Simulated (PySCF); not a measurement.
CH₃AlCl₂O, SMILES C[O][Al]([Cl])[Cl]. Atoms are numbered in the order given.

```xyz
8

Al     0.0920     0.1009    -0.0327
Cl     1.4068     1.6740    -0.3764
Cl    -1.1661     0.1320     1.6326
O      0.0654    -1.1796    -1.1113
C     -0.5858    -2.3927    -1.3150
H     -1.1123    -2.3862    -2.2845
H      0.1443    -3.2194    -1.3381
H     -1.3274    -2.6158    -0.5269
```

Geometry: PBE0-D3(BJ)/def2-SVP. The structure was generated by enumeration; whether it is a known compound was not checked. Other conformers were not sampled.

All values below come from PBE/pcSseg-1 in PySCF.

GIAO shieldings, no solvent; atoms listed in one row are averaged. δ = σ(ref) − σ: ³⁵Cl against HCl (σ = 936.5 ppm); ¹⁷O against H2O (σ = 334.3 ppm); ¹³C against TMS (σ = 182.0 ppm); ¹H against TMS (σ = 31.49 ppm), references at their B3LYP-D3(BJ)/def2-TZVP geometries, non-relativistic (without spin–orbit terms, shifts of atoms bonded to Cl or Br come out too high).

Computed chemical shifts:
```tsv
nucleus	atoms	count	δ (ppm)
³⁵Cl	Cl3	1	-6.2
³⁵Cl	Cl2	1	-17.4
¹⁷O	O4	1	59.0
¹³C	C5	1	58.6
¹H	H6, H7, H8	3	4.34
```
